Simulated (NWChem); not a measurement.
## Ionisation of C₄H₇

```
C
C 1 1.3296
H 2 1.0988 1 137.24
C 1 1.5135 2 122.29 3 180.00
H 4 1.1060 1 111.81 2 0.00
H 4 1.1117 5 108.47 1 -122.29
H 4 1.1117 5 108.47 6 -115.43
C 1 1.5198 2 121.75 3 0.00
H 8 1.1067 1 112.39 2 0.00
H 8 1.1119 9 108.27 1 -122.27
H 8 1.1119 9 108.27 10 -115.46
```
Charge 0, spin multiplicity 2.

Program: NWChem. Structure: optimised with UPBE/def2-SVP, a minimum by its harmonic frequencies.

Basis set: def2-TZVP. The species with one electron less has spin multiplicity 1 and keeps the geometry of the parent. Δ marks differences of total energies (open shells unrestricted). −ε marks an orbital energy of the parent. That orbital need not have the symmetry of the hole or added electron in the Δ rows. That singlet is a closed-shell solution.

B3LYP has NWChem's definition, with VWN1-RPA local correlation. The structure started from a generated list of species. The unpaired electrons of the parent sit in orbitals of symmetry a' (Cs labels of the run); other states weren't searched. The stability of the SCF solutions was not checked.

Problem. Order these methods by the first vertical ionisation energy they give, lowest first: −ε(alpha HOMO) of PBE, −ε(alpha HOMO) of B3LYP, ΔB3LYP, −ε(alpha HOMO) of M06-2X.

Solution. −ε(alpha HOMO) of PBE (5.24 eV), −ε(alpha HOMO) of B3LYP (6.38 eV), −ε(alpha HOMO) of M06-2X (7.85 eV), ΔB3LYP (8.90 eV)
